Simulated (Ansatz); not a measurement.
Start from `CBB(C)F` and change one atom or group to get `CBF`.

Ansatz, PBE0-D4/def2-TZVP geometries, multiplicity 1. Each molecule was computed in one conformer, which needn't be the lowest.

| property | `CBB(C)F` |
| --- | --- |
| LUMO energy (B3LYP/def2-TZVPP) / eV | -1.51 |
| size of the dipole moment (PBE/def2-TZVPP) / D | 1.52 |
| HOMO energy (PBE/def2-TZVPP) / eV | -6.17 |
| HOMO–LUMO gap (ωB97M-V/def2-TZVPP) / eV | 10.51 |
| HOMO–LUMO gap (B3LYP/def2-TZVPP) / eV | 5.90 |
| LUMO energy (PBE0/def2-TZVPP) / eV | -1.29 |

(1) What does the change do to each property? (Best estimate.)

Results:

(1) The calculation gave: 
| property | `CBF` | shift |
| --- | --- | --- |
| LUMO energy (B3LYP/def2-TZVPP) / eV | -0.72 | 0.79 |
| size of the dipole moment (PBE/def2-TZVPP) / D | 1.24 | -0.28 |
| HOMO energy (PBE/def2-TZVPP) / eV | -7.41 | -1.24 |
| HOMO–LUMO gap (ωB97M-V/def2-TZVPP) / eV | 12.84 | 2.33 |
| HOMO–LUMO gap (B3LYP/def2-TZVPP) / eV | 8.06 | 2.16 |
| LUMO energy (PBE0/def2-TZVPP) / eV | -0.45 | 0.84 |

With PBE0 the HOMO falls by 1.39 eV and the LUMO rises by 0.84 eV, so the gap widens by about 2.23 eV. PBE moves the HOMO by -1.24 eV and ωB97M-V by -1.48 eV. Dipoles are sizes alone; their direction can turn.

B3LYP here is the variant with VWN-RPA as its local correlation; programs differ in this.
